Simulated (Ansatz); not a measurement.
Born–Oppenheimer molecular dynamics of BCl$_{2}$H$_{5}$O$_{2}$Si (11 atoms, charge 0, multiplicity 1). It starts from a rough guess of a transition structure, not a stationary point.

The calculation used UKS r2SCANh-D4/STO-3G (Ansatz).

```yaml
ensemble: NVE (velocity Verlet)
time_step: 0.5 fs
steps_asked: 150
starting_velocities_drawn_for: 1000 K
seed: 908969
```

First frame:

```xyz
11
Properties=species:S:1:pos:R:3
B -0.295 1.174 -0.654
O 0.403 1.899 0.774
Cl 0.618 1.578 -2.068
Cl -2.014 1.238 -0.606
H 0.607 0.644 0.897
O 0.314 -0.291 0.076
Si -0.149 -1.855 0.220
H 1.223 2.343 0.542
H 0.548 -2.234 1.447
H 0.344 -2.540 -0.970
H -1.600 -1.956 0.344
```

**Question.** How far do the bonds stretch over the last three quarters of this one trajectory? (Pairs bonded in most of those frames.)

**Answer.** 
| bond | mean (Å) | spread (Å) | shortest | longest |
| --- | --- | --- | --- | --- |
| B1–O2 | 1.716 | 0.138 | 1.47 | 1.92 |
| B1–Cl3 | 1.928 | 0.086 | 1.77 | 2.04 |
| B1–Cl4 | 1.880 | 0.061 | 1.76 | 1.97 |
| B1–O6 | 1.397 | 0.095 | 1.24 | 1.57 |
| O2–H5 | 1.029 | 0.022 | 0.98 | 1.08 |
| O2–H8 | 1.026 | 0.041 | 0.95 | 1.09 |
| O6–Si7 | 1.714 | 0.136 | 1.55 | 1.96 |
| Si7–H9 | 1.448 | 0.034 | 1.40 | 1.50 |
| Si7–H10 | 1.451 | 0.020 | 1.41 | 1.49 |
| Si7–H11 | 1.449 | 0.048 | 1.38 | 1.52 |

Pairs bonded in part of these frames only: B1–O2 79 %.

Mean temperature of the second half: 1385 K. The conserved energy stayed within 0.56 meV per atom of its start (net change -0.33 meV per atom), so the integration is sound. The kinetic energy rose, since the run started high on the potential surface and went downhill. A run of 0.075 ps of so small a system gives no equilibrium averages. The orbitals were unrestricted but ended closed-shell. Limits of this set-up: minimal basis.

Run time: 7.4 min on 1 thread of AMD EPYC 9R45 96-Core Processor (Zen 5) (shared host), peak memory 0.28 GiB.
